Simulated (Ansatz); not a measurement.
C₃H₆OSi₂, SMILES O=C[Si@H]1C=C[SiH2]1.

Geometry: PBE0-D3(BJ)/def2-SVP. The structure was generated by enumeration; whether it is a known compound was not checked. Other conformers were not sampled.

Two levels are set side by side: PBE/def2-SVPD (Ansatz, a first-principles code) and ωB97X-V/def2-SVPD (Ansatz). Energy differences of separate SCF runs at the same geometry; the states with an electron removed or added have multiplicity 2 and 2. Differences are taken from unrounded values.

| quantity | ωB97X-V | PBE | PBE minus ωB97X-V |
|---|---|---|---|
| vertical ionisation energy (eV) | 9.11 | 8.58 | -0.53 |
| vertical singlet–triplet gap (eV) | 2.60 | 2.36 | -0.25 |
